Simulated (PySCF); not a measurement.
Vertical excitations of a molecule C4H4O2 from TDA-PBE/def2-SVPD in PySCF, as energy in eV (oscillator strength): 4.50 (0.000), 5.65 (0.004), 6.02 (0.161), 6.16 (0.008), 6.33 (0.003), 6.50 (0.123), 6.62 (0.003), 6.70 (0.002), 7.28 (0.032), 7.29 (0.000). Lowest triplet (TDA): 4.01 eV. Geometry: PBE0-D3(BJ)/def2-SVP. Other conformers were not sampled.

**Question.** Pick the molecule that these values belong to.
A. O=C1CC(=O)C1
B. Oc1ccco1
C. Oc1ccoc1
D. C=C1OC=CO1

**Answer.** B, Oc1ccco1
